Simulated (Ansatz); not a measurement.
**Cost against result**

Saddle point of SiH₅BrO, closed shell (SiH₄O ([OH][SiH3]) + HBr → SiH₃BrO ([OH][SiH2][Br]) + H₂; bonds formed: Si1–Br7, H2–H6; bonds broken: Si1–H2, H6–Br7), PBE0-D4/def2-TZVP structure:

```
atom    x (Å)    y (Å)    z (Å)
 Si1   0.1158   0.5564  -0.2077
  H2   0.4570  -0.7564  -1.2909
  H3   1.2108   1.2078  -0.9680
  H4  -1.1849   1.0722  -0.6544
  O5   0.7005   0.5930   1.2985
  H6  -0.1050  -1.1612  -0.7629
 Br7  -1.3836  -1.5717   0.6649
  H8   0.1892   0.0598   1.9205
```

Barriers are electronic and count from the start structure reached by relaxing down the imaginary mode.

Ansatz 0.2.0; basis: as named in each row; cores frozen in the correlated methods. Filled d shells of the heavier atoms are correlated. The def2 sets are not built for correlating such inner shells, so the correlated values are less sure here. B3LYP uses VWN-RPA correlation. Extrapolation: Hartree–Fock as exp(−7.88 √X), correlation as X^−2.97.

Times are rough, for one single point on 4 threads of a shared host (Arm Neoverse V2).

The estimate by CCSD(T) at an estimated basis limit (MP2 extrapolated from triple and quadruple zeta, plus CCSD(T) − MP2 in triple zeta) is 29.56 kcal/mol.

```json
{"method": "HF", "basis": "STO-3G", "time (s)": "under 1", "barrier (kcal/mol)": "87.06", "method less estimate": "57.50"}
{"method": "PBE-D4", "basis": "STO-3G", "time (s)": "under 1", "barrier (kcal/mol)": "51.61", "method less estimate": "22.05"}
{"method": "SPW92", "basis": "def2-SVP", "time (s)": "under 1", "barrier (kcal/mol)": "18.08", "method less estimate": "-11.48"}
{"method": "PBE-D4", "basis": "def2-SVP", "time (s)": "under 1", "barrier (kcal/mol)": "23.82", "method less estimate": "-5.74"}
{"method": "B3LYP-D4", "basis": "6-31G", "time (s)": "under 1", "barrier (kcal/mol)": "37.74", "method less estimate": "8.18"}
{"method": "SPW92", "basis": "def2-TZVPP", "time (s)": "under 1", "barrier (kcal/mol)": "16.28", "method less estimate": "-13.29"}
{"method": "PBE0-D4", "basis": "def2-SVP", "time (s)": "under 1", "barrier (kcal/mol)": "27.40", "method less estimate": "-2.17"}
{"method": "BLYP-D4", "basis": "def2-TZVPP", "time (s)": "1", "barrier (kcal/mol)": "25.87", "method less estimate": "-3.69"}
{"method": "PBE-D4", "basis": "def2-TZVPP", "time (s)": "2", "barrier (kcal/mol)": "21.63", "method less estimate": "-7.93"}
{"method": "B3LYP-D4", "basis": "def2-TZVPP", "time (s)": "2", "barrier (kcal/mol)": "28.16", "method less estimate": "-1.40"}
{"method": "BHLYP-D4", "basis": "def2-TZVPP", "time (s)": "2", "barrier (kcal/mol)": "31.69", "method less estimate": "2.13"}
{"method": "CAM-B3LYP-D4", "basis": "def2-TZVPP", "time (s)": "2", "barrier (kcal/mol)": "30.42", "method less estimate": "0.86"}
{"method": "PBE0-D4", "basis": "def2-TZVPP", "time (s)": "2", "barrier (kcal/mol)": "24.86", "method less estimate": "-4.70"}
{"method": "CCSD(T)", "basis": "def2-SVP", "time (s)": "3", "barrier (kcal/mol)": "38.16", "method less estimate": "8.59"}
{"method": "RPA on PBE", "basis": "def2-TZVPP", "time (s)": "3", "barrier (kcal/mol)": "33.81", "method less estimate": "4.25"}
{"method": "r2SCAN-D4", "basis": "def2-TZVPP", "time (s)": "3", "barrier (kcal/mol)": "23.72", "method less estimate": "-5.84"}
{"method": "B2PLYP", "basis": "def2-TZVPP", "time (s)": "4", "barrier (kcal/mol)": "29.87", "method less estimate": "0.31"}
{"method": "wB97M-V", "basis": "def2-SVP", "time (s)": "4", "barrier (kcal/mol)": "30.63", "method less estimate": "1.07"}
{"method": "r2SCAN0-D4", "basis": "def2-TZVPP", "time (s)": "4", "barrier (kcal/mol)": "25.89", "method less estimate": "-3.67"}
{"method": "PBE-QIDH", "basis": "def2-TZVPP", "time (s)": "4", "barrier (kcal/mol)": "27.85", "method less estimate": "-1.71"}
{"method": "wB97X-V", "basis": "def2-TZVPP", "time (s)": "5", "barrier (kcal/mol)": "30.13", "method less estimate": "0.57"}
{"method": "B97M-V", "basis": "def2-TZVPP", "time (s)": "6", "barrier (kcal/mol)": "28.87", "method less estimate": "-0.70"}
{"method": "wB97M-V", "basis": "def2-TZVPP", "time (s)": "6", "barrier (kcal/mol)": "28.47", "method less estimate": "-1.09"}
{"method": "MP2", "basis": "def2-QZVPP", "time (s)": "14", "barrier (kcal/mol)": "28.33", "method less estimate": "-1.23"}
{"method": "CCSD(T)", "basis": "def2-TZVPP", "time (s)": "54", "barrier (kcal/mol)": "31.88", "method less estimate": "2.32"}
```

All methods are single points on the PBE0-D4 structures.

The T1 diagnostic stays at or below 0.011.

Labels in which every atom is bracketed show which atoms are joined, not bond orders.
